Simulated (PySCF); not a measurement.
A small calculation by hand: oscillator strength and radiative lifetime

1-ethynylcyclopropane-1-carbaldehyde (C6H6O), SMILES C#CC1(C=O)CC1.

Coordinates come from a ωB97X-D3(BJ)/def2-SVP optimisation. The values are those of a single conformer.

TDA-PBE/def2-SVPD (PySCF 2.14.0) puts the first singlet state with f over 0.02 at 4.50 eV (vertical), with the transition dipole (0.437, 0.138, 0.000) in atomic units.

### Question
Find the oscillator strength, the wavelength and the radiative lifetime that this transition would have in vacuum if emission retraced absorption.

### Answer

|μ|² = 0.2100 au, so |μ| = 1.16 D. ΔE = 4.50/27.211 = 0.1654 hartree. f = (2/3) ΔE |μ|² = 0.023 (the program prints 0.023).
λ = 1239.84/4.50 = 276 nm; ν = 36295 cm⁻¹.
Einstein's coefficient A = 0.6670 ν² f s⁻¹ (ν in cm⁻¹) = 2.0e7 s⁻¹, so τ = 1/A = 49 ns. This state is S2; the lower singlet has f = 0.000. The figure is the radiative limit of this one transition; relaxation, internal conversion, crossing to triplets and a medium change what is measured.
